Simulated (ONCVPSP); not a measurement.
Gd: one change to an ONCV potential, before and after

Gd, optimised norm-conserving Vanderbilt (ONCV), made with ONCVPSP 4.0.1 (PBE, scalar-relativistic). Core [Kr] 4d10 4f7, reference 5s2 5p6 5d1 6s1 6p1. Waves: 5s+6s: rc 2.20 bohr, ncon 3, nbas 6, qcut 5.5 1/bohr, 2 projectors; 5p+6p: rc 3.10 bohr, ncon 4, nbas 8, qcut 4.7 1/bohr, 2 projectors; 5d: rc 2.25 bohr, ncon 4, nbas 9, qcut 4.6 1/bohr, 1 projector. Local part: polynomial inside 2.15 bohr (lpopt 5, dvloc0 0 Ha). Core correction: Teter function, fcfact 3, rcfact 1.55.

Change: fully relativistic; d: rc 2.2, qcut 4.7.

Cutoffs: the cutoffs (Ha) at which the residual kinetic energy of the hardest occupied pseudo-wave falls to 1 and 0.1 mHa per electron; they do not see the model core or the augmentation charge, which bear on the density cutoff. Errors are all-electron minus pseudo energies relative to the spin-unpolarised reference configuration.

Q: Predict the effect on cutoff, ghosts and configuration errors.

A: The potential gets neither clearly harder nor softer (10 Ha and 12 Ha → 10 Ha and 12 Ha); of the 3 tests that both files solve, the error grows in 2 and shrinks in 0 by more than 15 % and 0.3 meV (median size 0.5 → 1.8 meV); neither file shows a bound ghost.

| quantity | base | changed |
| --- | --- | --- |
| cutoff, loose | 10 Ha | 10 Ha |
| cutoff, tight | 12 Ha | 12 Ha |
| loose cutoff by channel | s 10 Ha, p 6.9 Ha, d 8.2 Ha | s 10 Ha, p 7.2 Ha, d 8.4 Ha |
| bound ghosts | none | none |
| GHOST(+) flags under 300 eV | none | none |
| tests counted as reliable (solved cleanly; for ONCVPSP, near-neutral configurations with less than one 5d electron left out) | 3 of 4 | 3 of 4 |
| error for 5s2 5p6 5d1 6s2 6p0, meV [ΔE -2.87 → -2.86 eV] | +0.3 | -0.4 |
| error for 5s2 5p6 5d1 6s1 6p0, meV [ΔE 3.78 → 3.79 eV] | +0.5 | +1.8 |
| error for 5s2 5p6 5d1 6s0 6p0, meV [ΔE 15.88 → 15.89 eV] | +4.8 | +9.4 |
| s: phases at 2.23 bohr within 0.05 rad from the reference energy up to (Ha; the scan ends near 5) | 2.4 | 2.4 |
| rms error of d²Exc/dni dnj with the model core, mHa | 0.52 | 2.93 |

Base: Tests not counted: 5s2 5p6 5d0 6s2 6p0 (all-electron energy unsafe for a near-neutral lanthanide with less than one 5d electron, printed error -20 meV). Changed file: Tests not counted: 5s2 5p6 5d0 6s2 6p0 (all-electron energy unsafe for a near-neutral lanthanide with less than one 5d electron, printed error -21 meV).
